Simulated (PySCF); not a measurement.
Ga(CF3)2(Cl), C2ClF6Ga, SMILES F[C](F)(F)[Ga]([Cl])[C](F)(F)F, CAM-B3LYP/def2-SVP optimised geometry.

```
10

Ga    -0.03     0.02     0.00
C     -0.99    -1.73    -0.04
F     -0.18    -2.79    -0.05
F     -1.77    -1.82    -1.13
F     -1.80    -1.86     1.03
C     -0.97     1.79     0.00
F     -0.22     2.79     0.48
F     -2.10     1.75     0.73
F     -1.33     2.12    -1.25
Cl     2.10     0.02     0.00
```

Density from CAM-B3LYP/def2-TZVP run with PySCF 2.14.0 at that geometry.

Minimum of the electron density along straight lines between bonded atoms, close to the bond critical point (lines longer than 1.1 times the sum of covalent radii, or with two minima, are not listed):

```
bond      length / Å  ρ at the minimum / e bohr⁻³  ∇²ρ there / e bohr⁻⁵  position (fraction from the first atom)
--------  ----------  ---------------------------  --------------------  ---------------------------------------
Ga1–C2         2.006                        0.116                  0.20                                     0.47
C2–F3          1.334                        0.288                 -0.42                                     0.34
C2–F4          1.343                        0.282                 -0.44                                     0.34
C2–F5          1.342                        0.282                 -0.44                                     0.34
Ga1–C6         2.006                        0.116                  0.20                                     0.47
C6–F7          1.335                        0.287                 -0.42                                     0.34
C6–F8          1.341                        0.283                 -0.44                                     0.34
C6–F9          1.343                        0.281                 -0.44                                     0.34
Ga1–Cl10       2.124                        0.102                  0.28                                     0.44
```
